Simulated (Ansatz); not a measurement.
C2H10BNSi can be A, `CB[SiH](C)N`, or B, `CBC(N)[SiH3]`.

Program: Ansatz. Geometries: PBE0-D4/def2-TZVP. ΔE: electronic, gas phase. CBS: MP2 limit from def2 TZ/QZ plus the TZ coupled-cluster correction, frozen cores. DFT in def2-TZVPP. Each species was taken in one conformer, which may not be the lowest.

Q: Which is lower in electronic energy at CCSD(T)/CBS, and by how much? (Best estimate.)

A: Ansatz gave: A, by 22.3 kcal/mol.

Q: Give E(B) − E(A) in kcal/mol with ωB97M-V, MP2/def2-TZVPP, CCSD/def2-TZVPP, LDA (SPW92), HF/def2-TZVPP, B2PLYP, r2SCAN-D4. (Estimate.)

A: Ansatz gave: ωB97M-V 20.7, MP2/def2-TZVPP 21.3, CCSD/def2-TZVPP 22.2, LDA (SPW92) 17.1, HF/def2-TZVPP 24.4, B2PLYP 22.2, r2SCAN-D4 21.7. None reverses the order clearly.

Q: Does the order hold for the free energy at 298.15 K (harmonic terms from PBE0-D4)? (Estimate.)

A: Computed: Yes: G(B) − G(A) = +22.2 kcal/mol, for one conformer each. Modes under 60 cm⁻¹, often nearly free rotors, make the harmonic entropy too high.

Largest T1 diagnostic: 0.012.

From PBE to PBE0 (25 % exact exchange), in def2-TZVPP and without D4, E(B) − E(A) moves by +0.9 kcal/mol. At CCSD(T), def2-SVP lies −6.7 kcal/mol from the extrapolated value and def2-TZVPP −0.9 kcal/mol.
